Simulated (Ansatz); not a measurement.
Saddle point of GeSiH6O, singlet (GeSiH₆O ([SiH3][OH][GeH2]) → GeSiH₄O ([SiH3][O][GeH]) + H₂; bonds formed: H2–H6; dative contacts that become bonds: Ge1–O3; bonds broken: Ge1–H6, H2–O3), PBE0-D4/def2-TZVP structure:

```xyz
9
angstrom
Ge -0.3448 -1.8709 0.3731
H -0.6971 -0.2064 1.1188
O -0.4714 0.0884 -0.1310
Si 0.7640 1.0176 -0.7029
H -1.9112 -2.0333 0.1521
H -0.7508 -0.8837 1.8300
H 1.4009 0.3206 -1.8528
H 1.7917 1.2410 0.3513
H 0.2186 2.3269 -1.1388
```

Energies are electronic, without zero-point energy. Barriers and step energies count from the start structure reached by relaxing down the imaginary mode; all methods use the PBE0-D4 structures, on which another method's saddle can fall below an end. Ansatz 0.2.0; basis: def2-TZVPP, with def2-QZVPP for the basis limit; cores frozen in the correlated methods. Filled d shells of the heavier atoms are correlated. The def2 sets are not built for correlating such inner shells, so the correlated values are less sure here. B3LYP uses VWN-RPA correlation. Extrapolation: Hartree–Fock as exp(−7.88 √X), correlation as X^−2.97.

```csv
method,barrier (kJ/mol),step energy (kJ/mol)
SPW92,50.9,-7.2
PBE-D4,61.9,-24.5
BLYP-D4,68.1,-36.3
r2SCAN-D4,72.1,-21.7
B97M-V,?,-20.4
PBE0-D4,79.0,-16.3
B3LYP-D4,81.2,-28.1
r2SCAN0-D4,84.9,-15.7
BHLYP-D4,100.9,-20.7
CAM-B3LYP-D4,86.7,-22.9
wB97X-V,89.6,-21.2
wB97M-V,?,-20.5
B2PLYP,83.0,-28.2
PBE-QIDH,87.2,-16.6
RPA on PBE,?,-23.8
HF,136.9,-18.7
MP2,82.1,-26.8
CCSD,99.4,-19.1
CCSD(T),90.2,-21.7
```

Task: Fill in the withheld barriers. (Judge from chemistry; the value comes from the calculation.)

Result: The calculation gives: wB97M-V 88.9; RPA on PBE 85.8; B97M-V 84.9 kJ/mol. Each is the energy of the saddle less that of the start structure, by the same method.

For comparison, the barrier by CCSD(T) at an estimated basis limit (MP2 extrapolated from triple and quadruple zeta, plus CCSD(T) − MP2 in triple zeta) is 87.0 kJ/mol.

No T1 diagnostic of these runs exceeds 0.014.

Labels in which every atom is bracketed show which atoms are joined, not bond orders.

For scale, one of the runs: CCSD(T)/def2-TZVPP, 205 basis functions (an equivalent command: `ansatz run in.yaml --threads 4`). The run took 69 s on 4 CPU threads (shared host), with 2.6 GiB of host memory at its peak.
